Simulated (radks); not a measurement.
The numbers below are computed, except where a source is named.
Species: Re58+. Configuration: [Ne] 3s2 3p5. Code: a radial shooting solver on a logarithmic mesh with Libxc functionals. Model: scalar-relativistic Kohn-Sham, BLYP, spin-polarised, spherical densities, finite nucleus; open shells are filled with parallel spins first (spin-orbit coupling, left out, can overturn this in heavy ions); Fermi nuclear charge, rms radius 5.3698 fm.

Normalised radial functions P(r) = r R(r), r in bohr:

```
   r/bohr * 2p down, o 3s up, + 3p down (the largest magnitude, 3.73, reaches the edge; | marks zero, & curves that meet)
 0.001417                             &  o
 0.001967                             &   o
 0.002709                             +*   o
 0.003761                             |&    o
 0.005179                             |+*    o
 0.007132                             | +*   o
 0.009901                             |  +  *o
  0.01363                             |    &   *
  0.01893                             | o    +     *
  0.02607                          o  |         +        *
  0.03618                    o        |           +           *
  0.04983                 o           |          +               *
  0.06862                     o       |    +                   *
  0.09526                        +    | o               *
   0.1312             +               |         *    o
   0.1821          +                  |  *               o
   0.2508                +            |*           o
   0.3482                         +   *   o
   0.4794                            +*o
```

2p down: eigenvalue -15141.1 eV, 0 radial nodes, <r> = 0.0676 bohr, 90 % of the charge inside 0.110 bohr. 3s up: eigenvalue -6568.0 eV, 2 radial nodes at r = 0.0216, 0.0897 bohr, <r> = 0.184 bohr, 90 % of the charge inside 0.267 bohr. 3p down: eigenvalue -6098.6 eV, 1 radial node at r = 0.0815 bohr, <r> = 0.181 bohr, 90 % of the charge inside 0.268 bohr.
